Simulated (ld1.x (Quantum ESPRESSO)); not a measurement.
**Building the RRKJ potential for Te (LDA (PZ), scalar-relativistic).**

ld1.x (Quantum ESPRESSO) 7.5 input, shortened:

```
&input
   title='Te', zed=52., rel=1, dft='PZ', iswitch=3,
   config='[Kr] 4d10 5s2 5p4'
 /
 &inputp
   pseudotype=2, tm=.false., lloc=2,
   nlcc=.true., rcore=1.30
 /
3
5S  1  0   2.00   0.00  1.30  1.30  0.0
5P  2  1   4.00   0.00  2.40  2.40  0.0
4D  3  2  10.00   0.00  1.25  1.25  0.0
 &test
   configts(1)='4d10 5s2 5p4'
 /
```

All-electron outer shells of the reference configuration (LDA (PZ), scalar-relativistic, ld1.x):

| shell | level (eV) | outermost node (bohr) | outermost maximum (bohr) |
| --- | --- | --- | --- |
| 4s | -163.99 | 0.38 | 0.70 |
| 4p | -114.19 | 0.38 | 0.74 |
| 4d | -41.70 | 0.36 | 0.81 |
| 5s | -15.36 | 0.91 | 1.77 |
| 5p | -6.12 | 1.00 | 2.17 |

(1) Is a potential produced?

Answers

(1) No. ld1.x (Quantum ESPRESSO) 7.5 stopped with "compute_chi: n is too large": the Bessel-function wave could not be built (negative determinant in compute_phi), and the routine for χ then failed on it.
